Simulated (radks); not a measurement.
Problem. These are the eigenvalues of the occupied orbitals of an atom or ion with whole-number occupations (eV). Calculated with a radial shooting solver on a logarithmic mesh with Libxc functionals: non-relativistic Kohn-Sham, SCAN, spin-unpolarised, spherical densities, point nucleus; meta-GGA in the generalised Kohn-Sham scheme.

| orbital | eigenvalue |
|---|---|
| 1s | -519.8515 |
| 2s | -25.3590 |
| 2p | -9.3079 |

Which element is it, and in what charge state? The configuration may be excited.

Solution. Z = 8, oxygen, charge 0: O in [He] 2s2 2p4. The list shows which subshells hold electrons but not how many an open one holds; the 1s level, -19.104 hartree, gives Z - s = 6.2 by -(Z - s)^2/2, which with screening narrows Z to a few neighbours, and the depths of the outer levels then fix element, charge and occupations together.
